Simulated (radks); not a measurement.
Question: The scandium ion Sc+, 20 electrons, occupied as [Ar] 3d2 (not the ground configuration). Calculated with a radial shooting solver on a logarithmic mesh with Libxc functionals: scalar-relativistic Kohn-Sham, PBE, spin-polarised, spherical densities, point nucleus; open shells are filled with parallel spins first. Some entries of the table are withheld. Estimate them.

| orbital | occ. | eigenvalue (hartree) | <r^2> (bohr^2) | <r> (bohr) |
|---|---|---|---|---|
| 1s down | 1 | -161.7027 | 0.007175 | 0.07304 |
| 1s up | 1 | -161.7020 | 0.007175 | 0.07304 |
| 2s up | 1 | -17.51315 | 0.1397 | 0.3435 |
| 2s down | 1 | -17.50045 | 0.1395 | 0.3433 |
| 2p up | 3 | -14.35144 | 0.1170 | 0.3077 |
| 2p down | 3 | -14.34173 | 0.1168 | 0.3074 |
| 3s up | 1 | (1) | 1.361 | 1.085 |
| 3s down | 1 | (2) | 1.356 | 1.083 |
| 3p up | 3 | -1.36487 | 1.668 | 1.188 |
| 3p down | 3 | -1.31248 | 1.660 | 1.185 |
| 3d up | 2 | -0.27324 | 5.111 | 1.948 |

Answer: 
(1) 3s up eigenvalue (hartree): -2.14358
(2) 3s down eigenvalue (hartree): -2.09256
